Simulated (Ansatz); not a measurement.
ClH7OSi3, SMILES [SiH3]O[SiH2][SiH2]Cl. Atoms are numbered in the order given.

```xyz
12

Si    -2.9292     0.7329     0.4134
O     -1.8355     0.4838    -0.8108
Si    -0.2587     0.0893    -1.1735
Si     0.9927    -0.2748     0.7863
Cl     2.9187    -0.7435     0.1097
H     -3.4421     2.1286     0.3539
H     -4.0616    -0.2231     0.2779
H     -2.2513     0.5122     1.7280
H     -0.2294    -1.1505    -1.9995
H      0.3702     1.1976    -1.9458
H      0.4852    -1.4147     1.6005
H      1.0757     0.9309     1.6578
```
Charge 0, spin multiplicity 1.

Coordinates come from a B3LYP-D3(BJ)/def2-SVP optimisation. The structure was generated by enumeration, and PubChem lists no compound with its InChIKey, so it may never have been made. Other conformers were not sampled.

Two levels are set side by side: PBE-D3(BJ)/def2-SVP (Ansatz, a first-principles code) and B3LYP-D3(BJ)/def2-SVP (Ansatz). Each level has its own optimised geometry; the coordinates shown are those of the second. Differences are taken from unrounded values.

```tsv
quantity	B3LYP-D3(BJ)	PBE-D3(BJ)	PBE-D3(BJ) minus B3LYP-D3(BJ)
mean bond length (Å)	1.655	1.668	0.012
bond Si1–O2 (Å)	1.660	1.675	0.015
bond O2–Si3 (Å)	1.665	1.681	0.016
bond Si3–Si4 (Å)	2.354	2.360	0.006
bond Si4–Cl5 (Å)	2.094	2.098	0.003
bond Si1–H6 (Å)	1.488	1.501	0.013
bond Si1–H7 (Å)	1.488	1.501	0.013
bond Si1–H8 (Å)	1.496	1.510	0.015
bond Si3–H9 (Å)	1.490	1.504	0.014
bond Si3–H10 (Å)	1.490	1.504	0.014
bond Si4–H11 (Å)	1.490	1.504	0.014
bond Si4–H12 (Å)	1.490	1.504	0.014
```

Exact exchange shortens and stiffens bonds; PBE has none. Differences between two approximate levels are no errors against the true value.
